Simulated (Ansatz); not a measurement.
Problem. Name a neutral molecule of B, C, Ge and H with size of the dipole moment (PBE/def2-TZVPP) between 0.40 and 0.70 D and HOMO energy (ωB97M-V/def2-TZVPP) between -10.10 and -9.80 eV (Ansatz, PBE0-D4/def2-TZVP geometry).

Solution. `[BH2][GeH]([CH3])[CH3]` (0.61 D, -9.90 eV). Other molecules can fit too; these were computed, each in one conformer that needn't be the lowest.
